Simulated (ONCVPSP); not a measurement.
## Logarithmic derivatives: caesium, ONCV

```json
{
  "Element": "caesium (Cs)",
  "Generator": "ONCVPSP 4.0.1",
  "Type": "optimised norm-conserving Vanderbilt (ONCV)",
  "Functional": "LDA (Perdew-Zunger)",
  "Relativity": "fully relativistic",
  "Frozen core": "[Kr] 4d10",
  "Valence charge": "9",
  "Reference configuration": "5s2 5p6 6s1",
  "Partial waves": "5s+6s: rc 3.05 bohr, ncon 4, nbas 8, qcut 4.9 1/bohr, 2 projectors; 5p: rc 2.15 bohr, ncon 5, nbas 9, qcut 3.2 1/bohr, 2 projectors, debl 2.4 Ha; d scattering state at 0.16 Ha: rc 2.85 bohr, ncon 4, nbas 8, qcut 3.5 1/bohr, 2 projectors, debl 3.2 Ha",
  "Local potential": "polynomial inside 1.85 bohr (lpopt 5, dvloc0 3.5 Ha)",
  "Core correction": "none"
}
```

Open shells are filled in proportion to 2j + 1.

In the d channel the program set the typed energies aside and used 0.050, 3.250 Ha (j = l + 1/2; the other j can differ).

The phase is arctan(r·R′/R) of the radial function R(r), unwrapped; energies in Ha, scanned from -2 to 5 Ha. A pole is an energy at which the radial function vanishes at the test radius. The pseudo phase is shifted by a multiple of π to meet the all-electron one at the reference energy, and phase errors are pseudo minus all-electron; the curves can meet again beyond the range given. Levels narrower than the energy grid can be missing from the lists of poles.

**Question.** For each channel, where are the poles, and over which energies does the pseudopotential scatter like the atom?

**Answer.**

```
channel  radius (bohr)  reference energy (Ha)  poles, all-electron      poles, pseudo  unbroken range about the reference energy with phases within 0.05 rad  phase error 1 Ha above the reference energy (rad)
      s           3.09                  -0.08          -0.91, 1.72  -0.91, 1.71, 3.97                                                              below 2.7                                             +0.000
   p3/2           2.18                  -0.48                 0.69               0.69                                                        the whole range                                             -0.000
   p1/2           2.18                  -0.54                 0.50               0.50                                                        the whole range                                             +0.000
   d5/2           2.89                   0.05           0.78, 3.98         0.78, 3.97                                                              below 1.9                                             -0.003
   d3/2           2.89                   0.05           0.76, 3.94         0.76, 3.93                                                              below 1.9                                             -0.002
```

Phases in the p1/2 channel:

| E (Ha) | all-electron | pseudo |
| --- | --- | --- |
| -1.98 | 1.106 | 1.107 |
| -1.80 | 1.037 | 1.037 |
| -1.62 | 0.935 | 0.936 |
| -1.44 | 0.777 | 0.777 |
| -1.26 | 0.512 | 0.513 |
| -1.08 | 0.078 | 0.079 |
| -0.90 | -0.458 | -0.458 |
| -0.72 | -0.871 | -0.871 |
| -0.54 | -1.121 | -1.121 |
| -0.36 | -1.273 | -1.273 |
| -0.18 | -1.373 | -1.372 |
| 0.00 | -1.444 | -1.443 |
| 0.18 | -1.498 | -1.498 |
| 0.36 | -1.541 | -1.541 |
| 0.54 | -1.579 | -1.579 |
| 0.72 | -1.612 | -1.612 |
| 0.90 | -1.644 | -1.644 |
| 1.08 | -1.675 | -1.675 |
| 1.26 | -1.708 | -1.708 |
| 1.44 | -1.743 | -1.743 |
| 1.62 | -1.783 | -1.783 |
| 1.80 | -1.832 | -1.832 |
| 1.98 | -1.893 | -1.893 |
| 2.16 | -1.976 | -1.976 |
| 2.34 | -2.097 | -2.097 |
| 2.52 | -2.289 | -2.287 |
| 2.70 | -2.610 | -2.605 |
| 2.88 | -3.103 | -3.093 |
| 3.06 | -3.617 | -3.604 |
| 3.24 | -3.965 | -3.953 |
| 3.42 | -4.171 | -4.162 |
| 3.60 | -4.299 | -4.290 |
| 3.78 | -4.384 | -4.376 |
| 3.96 | -4.444 | -4.437 |
| 4.14 | -4.489 | -4.482 |
| 4.32 | -4.524 | -4.517 |
| 4.50 | -4.553 | -4.546 |
| 4.68 | -4.576 | -4.569 |
| 4.86 | -4.596 | -4.589 |
